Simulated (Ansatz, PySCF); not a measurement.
Torsion H4–Se1–Se2–Br3 in BrHSe2 (SMILES [SeH][Se]Br); at each angle all else is relaxed with GFN2-xTB, and the levels are single points there.
Geometry at 270° (charge 0, multiplicity 1):
```xyz
4

Se    -1.30385     0.49356     0.51102
Se     0.72582     0.99973    -0.37135
Br     2.26018    -0.10046     0.99313
H     -1.56043    -0.72019    -0.26448
```

On the grid 0° to 330°, 0° is the highest and 270° the lowest point at CCSD(T)/CBS(cc-pVTZ, cc-pVQZ).

Correlated levels freeze the cores. Filled d and f shells under p-block atoms count as core. CBS: X⁻³ extrapolation of the correlation energy, Hartree–Fock from the larger set.

The values were computed with Ansatz (a quantum-chemistry and plane-wave program); PySCF for the dispersion terms. 

The comparison value is 39.0 kJ/mol (CCSD(T)/CBS(cc-pVTZ, cc-pVQZ)). It is a level with limits of its own, not the exact answer.

Q: Order these levels by how close they come to the comparison value for the energy at 0° less that at 270°, closest first: B3LYP-D4/def2-TZVPP, BLYP/def2-TZVPP, CCSD(T)/cc-pVDZ. Give each level's value less the comparison value.

A: CCSD(T)/cc-pVDZ (-0.4 kJ/mol), B3LYP-D4/def2-TZVPP (2.9 kJ/mol), BLYP/def2-TZVPP (5.5 kJ/mol)
